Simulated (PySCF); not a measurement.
MoF₅, SMILES [F][Mo+]([F])([F])([F])[F], charge +1, multiplicity 1.

Coordinates come from a PBE0-D3(BJ)/def2-SVP optimisation. The spin state was assumed, not searched. The isomer is the one that the SMILES or the coordinates give; other isomers of the formula were not compared. The def2 effective core potentials stand for the cores of Mo; spin–orbit coupling is left out.

All values below come from TDDFT-PBE/def2-SVPD in PySCF.

Vertical excitations; the highest root listed may be one member of a degenerate set.  State labels are in the subgroup C2v.

```json
[
 {"state": "S1", "symmetry": "B1", "energy (eV)": "4.80", "λ (nm)": "258", "f": "0.000", "main pairs": "HOMO→LUMO 50 %, HOMO−1→LUMO+1 50 %"},
 {"state": "S2", "symmetry": "B1", "energy (eV)": "5.03", "λ (nm)": "247", "f": "0.002", "main pairs": "HOMO−1→LUMO+1, HOMO→LUMO, HOMO−2→LUMO (degenerate set)"},
 {"state": "S3", "symmetry": "A1", "energy (eV)": "5.03", "λ (nm)": "247", "f": "0.002", "main pairs": "HOMO−1→LUMO, HOMO→LUMO+1, HOMO−2→LUMO+1 (degenerate set)"},
 {"state": "S4", "symmetry": "A2", "energy (eV)": "5.21", "λ (nm)": "238", "f": "0.000", "main pairs": "HOMO−3→LUMO 50 %, HOMO−4→LUMO+1 50 %"},
 {"state": "S5", "symmetry": "B1", "energy (eV)": "5.27", "λ (nm)": "235", "f": "0.005", "main pairs": "HOMO−2→LUMO (degenerate set)"},
 {"state": "S6", "symmetry": "A1", "energy (eV)": "5.27", "λ (nm)": "235", "f": "0.005", "main pairs": "HOMO−2→LUMO+1 (degenerate set)"},
 {"state": "S7", "symmetry": "A2", "energy (eV)": "5.39", "λ (nm)": "230", "f": "0.000", "main pairs": "HOMO−4→LUMO+1, HOMO−3→LUMO (degenerate set)"},
 {"state": "S8", "symmetry": "B2", "energy (eV)": "5.39", "λ (nm)": "230", "f": "0.000", "main pairs": "HOMO−4→LUMO, HOMO−3→LUMO+1 (degenerate set)"},
 {"state": "S9", "symmetry": "A2", "energy (eV)": "5.87", "λ (nm)": "211", "f": "0.000", "main pairs": "HOMO−5→LUMO+1 (degenerate set)"},
 {"state": "S10", "symmetry": "B2", "energy (eV)": "5.87", "λ (nm)": "211", "f": "0.000", "main pairs": "HOMO−5→LUMO (degenerate set)"},
 {"state": "T1", "symmetry": "A1", "energy (eV)": "4.37", "λ (nm)": "284", "f": "0", "main pairs": "HOMO→LUMO+1 50 %, HOMO−1→LUMO 50 %"},
 {"state": "T2", "symmetry": "A1", "energy (eV)": "4.54", "λ (nm)": "273", "f": "0", "main pairs": "HOMO−1→LUMO, HOMO→LUMO+1 (degenerate set)"},
 {"state": "T3", "symmetry": "B1", "energy (eV)": "4.54", "λ (nm)": "273", "f": "0", "main pairs": "HOMO→LUMO, HOMO−1→LUMO+1 (degenerate set)"},
 {"state": "T4", "symmetry": "B2", "energy (eV)": "4.75", "λ (nm)": "261", "f": "0", "main pairs": "HOMO−4→LUMO 49 %, HOMO−3→LUMO+1 49 %"}
]
```
Triplets are in the Tamm–Dancoff approximation, which puts them higher than full response would, so one can lie above its singlet here.
